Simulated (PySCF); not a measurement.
def2 core potentials replace the inner electrons of Sn.

Delta-SCF ions had no search for a lower state. Excitations are Tamm–Dancoff values on a coarser integration grid. The basis has no diffuse functions, so Rydberg states are missing or too high.

Z-matrix (Å, degrees):
```
Sn
O 1 1.9699
C 2 1.4038 1 121.40
H 3 1.1033 2 108.41 1 159.96
H 3 1.1048 4 107.91 2 122.75
H 3 1.1072 4 107.42 5 115.92
O 1 1.9829 2 111.67 3 80.51
C 7 1.3987 1 121.64 2 -45.47
H 8 1.1035 7 108.76 1 -175.59
H 8 1.1072 9 107.30 7 122.21
H 8 1.1077 9 107.26 10 115.25
O 1 1.9837 2 101.62 3 -32.64
C 12 1.3997 1 120.96 2 166.31
H 13 1.1033 12 108.57 1 -172.17
H 13 1.1070 14 107.47 12 -122.65
H 13 1.1078 14 107.23 15 -115.14
C 1 2.1083 2 114.23 3 -161.91
C 17 1.3352 1 118.96 2 -120.87
H 17 1.0946 18 121.45 1 179.83
H 18 1.0953 17 121.91 19 -179.69
H 18 1.0966 20 116.86 17 -179.71
```
Charge 0, spin multiplicity 1.

Q: Estimate the LUMO, dipole moment, adiabatic ionisation energy (no zero-point term), total energy, vertical ionisation energy (Delta-SCF), S1 excitation (TDA), HOMO and hole reorganisation energy (four-point) that PBE0-D3(BJ)/def2-SVP (PySCF 2.14.0) returns for this input.

A: 
LUMO: -0.81 eV
dipole moment: 0.296 e·Å
adiabatic ionisation energy (no zero-point term): 8.57 eV
total energy: -636.9028 Ha
vertical ionisation energy (Delta-SCF): 9.13 eV
S1 excitation (TDA): 5.38 eV
HOMO: -7.41 eV
hole reorganisation energy (four-point): 1.585 eV
